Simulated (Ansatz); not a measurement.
Consider the redistribution: `OCBBr` + `[CH3][Al]([CH3])[NH2]` → `NBBr` + `[CH3][Al]([CH3])[CH2]O`.

Computed with Ansatz on PBE0-D4/def2-TZVP structures; ΔE is electronic, products minus reactants. CCSD(T)/CBS adds triple-zeta CCSD(T) − MP2 to the extrapolated MP2 energy (def2 sets, frozen cores). DFT in def2-TZVPP. HSE06 is defined as in plane-wave codes. For Br outer-core shells are correlated without core-valence functions, which leaves a few kJ/mol of doubt a bond. Scalar relativity is left out up to krypton. One conformer a species, not always the lowest.

`OCBBr`:

Z-matrix (Å, degrees):
```
C
B 1 1.547
O 1 1.403 2 119.9
H 1 1.105 2 106.0 3 -125.1
H 1 1.105 2 106.1 3 125.2
Br 2 1.910 1 120.3 3 0.1
H 2 1.190 1 122.4 3 -179.9
H 3 0.963 1 108.4 2 -0.2
```

`[CH3][Al]([CH3])[NH2]`:

```xyz
12

C    -0.976   -1.314   -0.922
Al    0.100   -0.067    0.129
C     0.073    1.869   -0.136
N     1.168   -0.725    1.384
H    -0.775   -2.360   -0.673
H    -2.046   -1.139   -0.766
H    -0.797   -1.188   -1.995
H     0.765    2.162   -0.933
H     0.370    2.417    0.763
H    -0.917    2.226   -0.434
H     1.758   -0.176    1.987
H     1.277   -1.704    1.595
```

`NBBr`:

```xyz
6

N    -0.172   -0.683    0.337
B     0.135    0.597   -0.078
Br    0.349    0.963   -1.962
H    -0.292   -0.915    1.308
H    -0.295   -1.455   -0.296
H     0.275    1.493    0.692
```

`[CH3][Al]([CH3])[CH2]O`:

Z-matrix (Å, degrees):
```
C
Al 1 1.960
H 1 1.097 2 111.3
H 1 1.093 2 112.8 3 120.3
H 1 1.096 2 111.5 3 -118.6
C 2 1.955 1 122.4 3 -114.1
C 2 1.979 1 116.4 3 65.1
H 6 1.095 2 111.2 1 51.9
H 6 1.093 2 113.3 1 173.5
H 6 1.096 2 110.6 1 -65.8
O 7 1.431 2 115.6 1 10.5
H 7 1.104 2 111.1 1 -115.9
H 7 1.098 2 108.7 1 130.0
H 11 0.959 7 108.7 2 -32.8
```

```tsv
level	ΔE (kcal/mol)
PBE0-D4	-2.1
HSE06-D4	-2.2
ωB97X-V	-1.7
r2SCAN	-1.1
RPA@PBE/def2-TZVPP	-1.8
HF/def2-TZVPP	-1.0
MP2/def2-TZVPP	-0.9
SCS-MP2/def2-QZVPP	-0.9
```

Problem. What does CCSD(T)/CBS give? (Estimate.)

Solution. The calculation gave: -0.8 kcal/mol. The listed levels differ from it by -1.3, -1.4, -0.9, -0.3, -1.0, -0.2, -0.1, -0.1 kcal/mol.

Largest T1 diagnostic among the species: 0.011.

From BLYP to BHLYP (50 % exact exchange), in def2-TZVPP and without D4, ΔE moves by +1.0 kcal/mol. At CCSD(T), def2-SVP lies −2.8 kcal/mol from the extrapolated value and def2-TZVPP −0.4 kcal/mol. Leaving LDA and LC-ωPBE aside and taking each functional with its dispersion term where it has one, the values, not all of them listed here, spread over 2.1 kcal/mol, from PBE-D4 to B97M-V.
